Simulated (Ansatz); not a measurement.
Ansatz (an electronic-structure program) input (MP2/6-31G*):

Ansatz 0.2 input:
```yaml
crystal:
  periodic: [false, false, false]
  atoms:
    - {symbol: C, position_ang: [-3.12804200, 0.46182700, -0.00699800]}
    - {symbol: C, position_ang: [-1.92620400, 0.31765600, -0.56232100]}
    - {symbol: Si, position_ang: [-0.80205300, -1.13094700, -0.24175800]}
    - {symbol: Si, position_ang: [1.14383700, -0.37076300, 0.82357500]}
    - {symbol: Cl, position_ang: [1.95581800, 1.13535400, -0.36576600]}
    - {symbol: H, position_ang: [-3.54499800, -0.28441700, 0.66088300]}
    - {symbol: H, position_ang: [-3.74958700, 1.33071900, -0.19614700]}
    - {symbol: H, position_ang: [-1.56430000, 1.10431400, -1.21997700]}
    - {symbol: H, position_ang: [-1.49536400, -2.11911400, 0.62267900]}
    - {symbol: H, position_ang: [-0.39436500, -1.78717300, -1.50891500]}
    - {symbol: H, position_ang: [0.86211700, 0.22102000, 2.15115900]}
    - {symbol: H, position_ang: [2.17809400, -1.41932800, 0.97880400]}
basis:
  gaussian:
    orbitals: 6-31G*
magnetization: {spin_polarized: false}
correlation: {method: mp2, electrons: outside_noble_gas}
relax: {f_tol: 0.003, max_steps: 120}
```

Output:

```
Functional definition: HF
these checks for a lower state are left out or cut short: cluster_reference
integrals: 0.07 GiB planned
1102 factors; integrals over basis functions are off by at most 6.1e-4 eV
mean field: 0.37 GiB planned
mean field evaluation 1: about -30396.8163 eV, gradient 2.5e1 eV
mean field evaluation 2: about -30396.9039 eV, gradient 2.5e1 eV
mean field evaluation 4: about -30399.1394 eV, gradient 2.8e0 eV
mean field evaluation 8: about -30399.1728 eV, gradient 1.7e-1 eV
mean field -30399.17294489 eV, -1117.1490004253 hartree, gradient 8.6e-7 eV, S^2 0.000000; 0 other end points of the search recorded, 0 dependent functions left out
17 core orbitals not correlated
reference -30399.17294489 eV, -1117.1490004253 hartree; 15, 15 occupied and 69, 69 virtual orbitals, 1102 factors
densities: 0.26 GiB planned
second order -14.54164588 eV of doubles, -0.00000000 eV of singles
the calculation of the forces begins
mean field evaluation 16: about -30399.1729 eV, gradient 8.6e-7 eV
relax step   1: F+E_penalty+E_count = -30413.71459077 eV  Δ(F+E_penalty+E_count) = +0.000e0 eV  max|allowed force component| = 6.395e-1 eV/Å  Δτ_max = 0.0000 Å  (56 SCF iters, accepted)
these checks for a lower state are left out or cut short: starts, cluster_reference, orbital_swaps, neighbouring_geometries, increment
integrals: 0.07 GiB planned
1102 factors; integrals over basis functions are off by at most 6.2e-4 eV
mean field: 0.37 GiB planned
mean field -30399.16053425 eV, -1117.1485443426 hartree, gradient 8.9e-7 eV, S^2 0.000000; 0 other end points of the search recorded, 0 dependent functions left out; unrestricted orbitals would lower it
17 core orbitals not correlated
reference -30399.16053425 eV, -1117.1485443426 hartree; 15, 15 occupied and 69, 69 virtual orbitals, 1102 factors
densities: 0.26 GiB planned
second order -14.56205087 eV of doubles, -0.00000000 eV of singles
the calculation of the forces begins
relax step   2: F+E_penalty+E_count = -30413.72258512 eV  Δ(F+E_penalty+E_count) = -7.994e-3 eV  max|allowed force component| = 1.228e-1 eV/Å  Δτ_max = 0.0188 Å  (43 SCF iters, accepted)
these checks for a lower state are left out or cut short: starts, cluster_reference, orbital_swaps, neighbouring_geometries, increment
integrals: 0.07 GiB planned
1102 factors; integrals over basis functions are off by at most 6.1e-4 eV
mean field: 0.37 GiB planned
mean field evaluation 32: about -30399.1545 eV, gradient 1.0e-6 eV
mean field -30399.15445004 eV, -1117.1483207519 hartree, gradient 8.1e-7 eV, S^2 0.000000; 0 other end points of the search recorded, 0 dependent functions left out; unrestricted orbitals would lower it
17 core orbitals not correlated
reference -30399.15445004 eV, -1117.1483207519 hartree; 15, 15 occupied and 69, 69 virtual orbitals, 1102 factors
densities: 0.26 GiB planned
second order -14.56880624 eV of doubles, -0.00000000 eV of singles
the calculation of the forces begins
relax step   3: F+E_penalty+E_count = -30413.72325628 eV  Δ(F+E_penalty+E_count) = -6.712e-4 eV  max|allowed force component| = 4.592e-2 eV/Å  Δτ_max = 0.0167 Å  (37 SCF iters, accepted)
these checks for a lower state are left out or cut short: starts, cluster_reference, orbital_swaps, neighbouring_geometries, increment
integrals: 0.07 GiB planned
1102 factors; integrals over basis functions are off by at most 6.1e-4 eV
mean field: 0.37 GiB planned
mean field -30399.15398004 eV, -1117.1483034798 hartree, gradient 3.7e-6 eV, S^2 0.000000; 0 other end points of the search recorded, 0 dependent functions left out; unrestricted orbitals would lower it
17 core orbitals not correlated
reference -30399.15398004 eV, -1117.1483034798 hartree; 15, 15 occupied and 69, 69 virtual orbitals, 1102 factors
densities: 0.26 GiB planned
second order -14.56972850 eV of doubles, -0.00000000 eV of singles
the calculation of the forces begins
relax step   4: F+E_penalty+E_count = -30413.72370854 eV  Δ(F+E_penalty+E_count) = -4.523e-4 eV  max|allowed force component| = 5.952e-2 eV/Å  Δτ_max = 0.0188 Å  (33 SCF iters, accepted)
these checks for a lower state are left out or cut short: starts, cluster_reference, orbital_swaps, neighbouring_geometries, increment
integrals: 0.07 GiB planned
1102 factors; integrals over basis functions are off by at most 6.1e-4 eV
mean field: 0.37 GiB planned
mean field -30399.15641825 eV, -1117.1483930824 hartree, gradient 3.4e-6 eV, S^2 0.000000; 0 other end points of the search recorded, 0 dependent functions left out; unrestricted orbitals would lower it
17 core orbitals not correlated
reference -30399.15641825 eV, -1117.1483930824 hartree; 15, 15 occupied and 69, 69 virtual orbitals, 1102 factors
densities: 0.26 GiB planned
second order -14.56757515 eV of doubles, -0.00000000 eV of singles
the calculation of the forces begins
relax step   5: F+E_penalty+E_count = -30413.72399341 eV  Δ(F+E_penalty+E_count) = -2.849e-4 eV  max|allowed force component| = 1.771e-2 eV/Å  Δτ_max = 0.0048 Å  (34 SCF iters, accepted)
these checks for a lower state are left out or cut short: starts, cluster_reference, orbital_swaps, neighbouring_geometries, increment
integrals: 0.07 GiB planned
1102 factors; integrals over basis functions are off by at most 6.1e-4 eV
mean field: 0.37 GiB planned
mean field -30399.15769431 eV, -1117.1484399767 hartree, gradient 5.2e-6 eV, S^2 0.000000; 0 other end points of the search recorded, 0 dependent functions left out; unrestricted orbitals would lower it
17 core orbitals not correlated
reference -30399.15769431 eV, -1117.1484399767 hartree; 15, 15 occupied and 69, 69 virtual orbitals, 1102 factors
densities: 0.26 GiB planned
second order -14.56653913 eV of doubles, -0.00000000 eV of singles
the calculation of the forces begins
relax step   6: F+E_penalty+E_count = -30413.72423344 eV  Δ(F+E_penalty+E_count) = -2.400e-4 eV  max|allowed force component| = 9.538e-3 eV/Å  Δτ_max = 0.0249 Å  (32 SCF iters, accepted)
these checks for a lower state are left out or cut short: starts, cluster_reference, orbital_swaps, neighbouring_geometries, increment
integrals: 0.07 GiB planned
1102 factors; integrals over basis functions are off by at most 6.1e-4 eV
mean field: 0.37 GiB planned
mean field evaluation 64: about -30399.1582 eV, gradient 1.2e-3 eV
mean field -30399.15820906 eV, -1117.1484588936 hartree, gradient 3.6e-6 eV, S^2 0.000000; 0 other end points of the search recorded, 0 dependent functions left out
17 core orbitals not correlated
reference -30399.15820906 eV, -1117.1484588936 hartree; 15, 15 occupied and 69, 69 virtual orbitals, 1102 factors
densities: 0.26 GiB planned
second order -14.56616322 eV of doubles, -0.00000000 eV of singles
the calculation of the forces begins
relax step   7: F+E_penalty+E_count = -30413.72437229 eV  Δ(F+E_penalty+E_count) = -1.388e-4 eV  max|allowed force component| = 4.375e-3 eV/Å  Δτ_max = 0.0175 Å  (34 SCF iters, accepted)
these checks for a lower state are left out or cut short: starts, cluster_reference, orbital_swaps, neighbouring_geometries, increment
integrals: 0.07 GiB planned
1102 factors; integrals over basis functions are off by at most 6.0e-4 eV
mean field: 0.37 GiB planned
mean field -30399.15820193 eV, -1117.1484586316 hartree, gradient 8.7e-7 eV, S^2 0.000000; 0 other end points of the search recorded, 0 dependent functions left out; unrestricted orbitals would lower it
17 core orbitals not correlated
reference -30399.15820193 eV, -1117.1484586316 hartree; 15, 15 occupied and 69, 69 virtual orbitals, 1102 factors
densities: 0.26 GiB planned
second order -14.56625653 eV of doubles, -0.00000000 eV of singles
the calculation of the forces begins
relax step   8: F+E_penalty+E_count = -30413.72445847 eV  Δ(F+E_penalty+E_count) = -8.618e-5 eV  max|allowed force component| = 1.181e-2 eV/Å  Δτ_max = 0.0417 Å  (42 SCF iters, accepted)
these checks for a lower state are left out or cut short: starts, cluster_reference, orbital_swaps, neighbouring_geometries, increment
integrals: 0.07 GiB planned
1102 factors; integrals over basis functions are off by at most 6.0e-4 eV
mean field: 0.37 GiB planned
mean field -30399.15824603 eV, -1117.1484602519 hartree, gradient 2.7e-6 eV, S^2 0.000000; 0 other end points of the search recorded, 0 dependent functions left out; unrestricted orbitals would lower it
17 core orbitals not correlated
reference -30399.15824603 eV, -1117.1484602519 hartree; 15, 15 occupied and 69, 69 virtual orbitals, 1102 factors
densities: 0.26 GiB planned
second order -14.56623140 eV of doubles, -0.00000000 eV of singles
the calculation of the forces begins
relax step   9: F+E_penalty+E_count = -30413.72447742 eV  Δ(F+E_penalty+E_count) = -1.896e-5 eV  max|allowed force component| = 6.699e-3 eV/Å  Δτ_max = 0.0043 Å  (32 SCF iters, accepted)
these checks for a lower state are left out or cut short: starts, cluster_reference, orbital_swaps, neighbouring_geometries, increment
integrals: 0.07 GiB planned
1102 factors; integrals over basis functions are off by at most 6.0e-4 eV
mean field: 0.37 GiB planned
mean field -30399.15829724 eV, -1117.1484621340 hartree, gradient 1.8e-6 eV, S^2 0.000000; 0 other end points of the search recorded, 0 dependent functions left out; unrestricted orbitals would lower it
17 core orbitals not correlated
reference -30399.15829724 eV, -1117.1484621340 hartree; 15, 15 occupied and 69, 69 virtual orbitals, 1102 factors
densities: 0.26 GiB planned
second order -14.56619972 eV of doubles, -0.00000000 eV of singles
the calculation of the forces begins
mean field evaluation 96: about -30399.1583 eV, gradient 1.8e-6 eV
relax step  10: F+E_penalty+E_count = -30413.72449696 eV  Δ(F+E_penalty+E_count) = -1.953e-5 eV  max|allowed force component| = 1.599e-3 eV/Å  Δτ_max = 0.0041 Å  (32 SCF iters, accepted)
these checks for a lower state are left out or cut short: starts, cluster_reference, orbital_swaps, neighbouring_geometries, increment
integrals: 0.07 GiB planned
1102 factors; integrals over basis functions are off by at most 6.0e-4 eV
mean field: 0.37 GiB planned
mean field -30399.15828517 eV, -1117.1484616903 hartree, gradient 1.3e-6 eV, S^2 0.000000; 0 other end points of the search recorded, 0 dependent functions left out; unrestricted orbitals would lower it
17 core orbitals not correlated
reference -30399.15828517 eV, -1117.1484616903 hartree; 15, 15 occupied and 69, 69 virtual orbitals, 1102 factors
densities: 0.26 GiB planned
second order -14.56621242 eV of doubles, -0.00000000 eV of singles
the calculation of the forces begins
relax step  11: F+E_penalty+E_count = -30413.72449759 eV  Δ(F+E_penalty+E_count) = -6.285e-7 eV  max|allowed force component| = 2.274e-3 eV/Å  Δτ_max = 0.0035 Å  (32 SCF iters, accepted)
these checks for a lower state are left out or cut short: cluster_reference
integrals: 0.07 GiB planned
1102 factors; integrals over basis functions are off by at most 6.0e-4 eV
mean field: 0.37 GiB planned
mean field -30399.15828517 eV, -1117.1484616903 hartree, gradient 1.3e-6 eV, S^2 0.000000; 1 other end points of the search recorded, 0 dependent functions left out; unrestricted orbitals would lower it
17 core orbitals not correlated
reference -30399.15828517 eV, -1117.1484616903 hartree; 15, 15 occupied and 69, 69 virtual orbitals, 1102 factors
densities: 0.26 GiB planned
second order -14.56621242 eV of doubles, -0.00000000 eV of singles
the calculation of the forces begins
Total energy: -30413.72449759 eV, -1117.6837601234 hartree
Atom 0 at    -3.147907     0.440874     0.002279 Å, force    -0.000336    -0.001543     0.000024 eV/Å
Atom 1 at    -1.932642     0.341929    -0.566574 Å, force    -0.000206     0.000541     0.000482 eV/Å
Atom 2 at    -0.787561    -1.102764    -0.257762 Å, force     0.001516     0.000255     0.001259 eV/Å
Atom 3 at     1.155332    -0.366792     0.817792 Å, force     0.002274     0.000054    -0.000336 eV/Å
Atom 4 at     2.066081     1.064769    -0.382281 Å, force    -0.000274     0.001602    -0.001305 eV/Å
Atom 5 at    -3.538728    -0.329601     0.662380 Å, force    -0.000511    -0.000024    -0.001448 eV/Å
Atom 6 at    -3.799799     1.293908    -0.171615 Å, force     0.000892     0.000818     0.001272 eV/Å
Atom 7 at    -1.601006     1.151506    -1.216611 Å, force    -0.000178    -0.001430    -0.001092 eV/Å
Atom 8 at    -1.484512    -2.090458     0.613479 Å, force    -0.000639     0.000419    -0.000457 eV/Å
Atom 9 at    -0.392259    -1.767348    -1.529828 Å, force    -0.000819     0.000625    -0.000024 eV/Å
Atom 10 at     0.854633     0.276212     2.121961 Å, force    -0.000563     0.000118     0.000965 eV/Å
Atom 11 at     2.143321    -1.453089     1.041997 Å, force    -0.001154    -0.001435     0.000659 eV/Å
Dipole moment:    -0.382408    -0.176599     0.163550 e Å
Checks for a lower state left out: cluster_reference
```

The geometry given is a B3LYP-D3(BJ)/def2-TZVP minimum.
